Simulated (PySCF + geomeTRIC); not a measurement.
Computed with M06-2X/def2-TZVP run with PySCF + geomeTRIC. fastk is a local helper that only speeds up exchange builds. No frequencies were computed at this level.

```python
import json, numpy as np
from pyscf import gto, dft
from fastk import lowrank_exchange
atoms = """
B     -0.383206     1.522955     0.238876
N     -0.051163     0.202602     0.030480
C     -0.972767    -0.900636     0.176364
C      1.263281    -0.254186    -0.358152
H     -1.478298     1.795922     0.554281
H      0.435312     2.349434     0.096328
H     -1.067947    -1.450692    -0.766083
H     -0.618361    -1.600277     0.941972
H     -1.951456    -0.530107     0.467228
H      1.934453     0.593374    -0.463882
H      1.218215    -0.791157    -1.311907
H      1.671936    -0.937236     0.394494
"""
def scf(charge, spin, dm0=None):
    mol = gto.M(atom=atoms, basis='def2-tzvp', ecp={}, charge=charge, spin=spin, verbose=3, max_memory=5040)
    mf = dft.KS(mol, xc='m062x').density_fit(auxbasis="def2-universal-jkfit")
    mf.grids.level = 4
    mf.conv_tol = 1e-8
    mf.max_cycle = 60
    mf.kernel(dm0)
    if not mf.converged:
        mf = mf.newton().run(mf.mo_coeff, mf.mo_occ).undo_soscf()
    return mf
mf = scf(0, 0)
from pyscf.geomopt.geometric_solver import kernel as optimize
path = []
done, mol = optimize(mf, maxsteps=80, assert_convergence=False, callback=lambda env: path.append((env["energy"], bool(env["g_scanner"].converged))))
res = dict(converged=bool(done and path[-1][1]), energy=path[-1][0], path=[e for e, c in path], xyz=mol.atom_coords(unit="Angstrom").tolist(), nao=mol.nao)
json.dump(res, open("result.json", "w"))
```

Output:

```
converged SCF energy = -160.626925346793
Geometry optimization cycle 1
converged SCF energy = -160.62692534677
cycle 1: E = -160.626925347  dE = -160.627  norm(grad) = 0.0176488
Geometry optimization cycle 2
converged SCF energy = -160.627455712659
cycle 2: E = -160.627455713  dE = -0.000530366  norm(grad) = 0.0033348
Geometry optimization cycle 3
converged SCF energy = -160.627460402423
cycle 3: E = -160.627460402  dE = -4.68976e-06  norm(grad) = 0.00362836
Geometry optimization cycle 4
converged SCF energy = -160.627526902284
cycle 4: E = -160.627526902  dE = -6.64999e-05  norm(grad) = 0.000317144
Geometry optimization cycle 5
converged SCF energy = -160.627527105008
cycle 5: E = -160.627527105  dE = -2.02724e-07  norm(grad) = 0.000124135
<class 'geometric.internal.Distance'> : 11
<class 'geometric.internal.Angle'> : 16
<class 'geometric.internal.OutOfPlane'> : 2
<class 'geometric.internal.Dihedral'> : 16
<class 'geometric.internal.TranslationX'> : 1
<class 'geometric.internal.TranslationY'> : 1
<class 'geometric.internal.TranslationZ'> : 1
<class 'geometric.internal.RotationA'> : 1
<class 'geometric.internal.RotationB'> : 1
<class 'geometric.internal.RotationC'> : 1
Step    0 : Gradient = 5.095e-03/1.011e-02 (rms/max) Energy = -160.6269253468
Step    1 : Displace = 2.433e-02/3.973e-02 (rms/max) Trust = 1.000e-01 (=) Grad = 9.627e-04/2.092e-03 (rms/max) E (change) = -160.6274557127 (-5.304e-04) Quality = 0.832
Step    2 : Displace = 2.484e-02/4.780e-02 (rms/max) Trust = 1.414e-01 (+) Grad = 1.047e-03/1.990e-03 (rms/max) E (change) = -160.6274604024 (-4.690e-06) Quality = 0.036
Step    3 : Displace = 1.171e-02/2.307e-02 (rms/max) Trust = 1.242e-02 (-) Grad = 9.155e-05/1.898e-04 (rms/max) E (change) = -160.6275269023 (-6.650e-05) Quality = 1.017
Step    4 : Displace = 4.979e-04/1.106e-03 (rms/max) Trust = 1.756e-02 (+) Grad = 3.583e-05/9.057e-05 (rms/max) E (change) = -160.6275271050 (-2.027e-07) Quality = 0.862
Converged! =D
```

Cost: about 5 core-minutes (a rough figure).
